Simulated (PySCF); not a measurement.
# [Pb(NH2)3]−: from a saddle point downhill

PySCF 2.14.0, RKS B3LYP, Pb def2-SVP with ECP60, N def2-SVP, H def2-SVP; non-relativistic Hamiltonian with scalar-relativistic core potentials where named; density fitting; no spin-orbit coupling. Relaxed within the symmetry of its start, the geometry (C2v) is

```xyz
10

Pb   -0.1643    0.0000    0.0000
N    -0.1002    0.0000    2.5249
H     0.5543    0.7857    2.7035
H     0.5543   -0.7857    2.7035
N    -0.1002    0.0000   -2.5249
H     0.5543   -0.7857   -2.7035
H     0.5543    0.7857   -2.7035
N     2.0954    0.0000    0.0000
H     2.6846   -0.8316    0.0000
H     2.6846    0.8316    0.0000
```

and its lowest harmonic modes are -1691, -784, -606, -322, -292, 83 cm⁻¹ (negative: unstable). It was moved along the lowest mode and relaxed again, within the group Cs that the move left.

**Question.** Where does it end, and how much lower?

**Answer.** In Cs, 2.276 eV lower, after 52 steps:
```xyz
10

Pb    0.4516    1.3220    0.0000
N    -0.2026   -0.1154    1.7027
H     0.7182   -0.4194    2.0501
H    -0.5442   -0.9588    1.2202
N    -0.2026   -0.1154   -1.7027
H    -0.5442   -0.9588   -1.2202
H     0.7182   -0.4194   -2.0501
N     2.6020    0.6310    0.0000
H     2.8952   -0.3465    0.0000
H     3.4253    1.2324    0.0000
```

**Question.** How do the contacts change?

**Answer.** 
```
     contact  saddle (Å)  end (Å)
Pb1–N2 (NH2)       2.526    2.322
Pb1–N5 (NH2)       2.526    2.322
Pb1–N8 (NH2)       2.260    2.259
```


**Question.** Is the end a minimum?

**Answer.** No, 2 of the modes stay unstable (below −25 cm⁻¹); lowest modes -465, -84, 96, 122, 138, 157 cm⁻¹.

State: singlet.
